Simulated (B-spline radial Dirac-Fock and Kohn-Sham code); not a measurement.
EELS cross sections of the Pd N1 edge

System: the Pd atom in the configuration 1s2 2s2 2p6 3s2 3p6 3d10 4s2 4p6 4d10. The computed values come from a radial finite-basis atomic code: the first Born approximation with generalised oscillator strengths from a Dirac-Hartree-Slater potential (longitudinal and transverse terms; continuum final states only, so no white lines or fine structure). The edge is taken at 87.10 eV (tabulated value).

Edge shape dσ/dE in barn per eV:

```csv
E − edge (eV),"100 kV, 5 mrad","100 kV, 10 mrad","120 kV, 20 mrad"
1,55.4,86.7,154
3,56.3,85.3,148
6,56.7,82.5,138
10,56.1,78.6,126
15,54.1,73.8,114
20,51.9,69.8,106
30,46.3,62.1,96.2
40,40.7,54.9,85.5
50,36.1,48.6,71.0
65,30.2,40.8,53.2
80,25.2,34.6,42.3
100,19.9,27.9,33.3
125,14.8,21.4,26.1
150,11.1,16.5,20.7
200,6.58,10.2,13.5
250,4.11,6.65,9.11
300,2.67,4.49,6.33
```

For the first setting the maximum lies 6 eV above the edge. The intensity 300 eV above the edge is 4.7 % of the maximum.
